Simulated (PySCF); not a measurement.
These are B3LYP-D3(BJ)/def2-TZVP (PySCF) values and carry that method's errors. Isolated molecules, 0 K electronic values unless said otherwise. B3LYP has the VWN-RPA correlation part, as in Gaussian. 

Reference species (SMILES): `C=C=C=N` (neutral, multiplicity 1).

```
Item              Value
-------------  --------
dipole moment    1.95 D
LUMO           -2.35 eV
```

Changed species: `C(#C)N=C`.

Q: What does the change do to the dipole moment and LUMO?

A: the dipole moment decreases by 0.17 D, to 1.78 D; the LUMO rises by 0.39 eV, to -1.96 eV.
